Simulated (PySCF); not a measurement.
SMILES ClB1[N]B(Cl)NB(Cl)N1, doublet, B3LYP/def2-SVP optimised geometry.

```
11

Cl    -1.92     2.80     0.00
B     -1.12     1.23     0.00
N      0.28     1.04     0.00
B      1.07    -0.12     0.00
Cl     2.84    -0.12     0.00
N      0.28    -1.32     0.00
B     -1.15    -1.28     0.00
Cl    -2.08    -2.80     0.00
N     -1.83    -0.02     0.00
H      0.76    -2.21     0.00
H     -2.84    -0.01     0.00
```

Density from PySCF 2.14.0 with unrestricted B3LYP/def2-TZVP at that geometry.

Minimum of the electron density along straight lines between bonded atoms, close to the bond critical point (lines longer than 1.1 times the sum of covalent radii, or with two minima, are not listed):

```
bond    length / Å  ρ at the minimum / e bohr⁻³  ∇²ρ there / e bohr⁻⁵  position (fraction from the first atom)
------  ----------  ---------------------------  --------------------  ---------------------------------------
Cl1–B2       1.771                        0.148                 -0.08                                     0.70
B2–N3        1.407                        0.209                  0.53                                     0.33
N3–B4        1.407                        0.209                  0.53                                     0.67
B4–Cl5       1.771                        0.148                 -0.08                                     0.30
B4–N6        1.437                        0.202                  0.39                                     0.33
N6–B7        1.431                        0.206                  0.40                                     0.67
B7–Cl8       1.785                        0.143                 -0.06                                     0.30
B2–N9        1.437                        0.202                  0.39                                     0.33
B7–N9        1.431                        0.206                  0.40                                     0.33
N6–H10       1.016                        0.333                 -1.68                                     0.74
N9–H11       1.016                        0.333                 -1.68                                     0.74
```
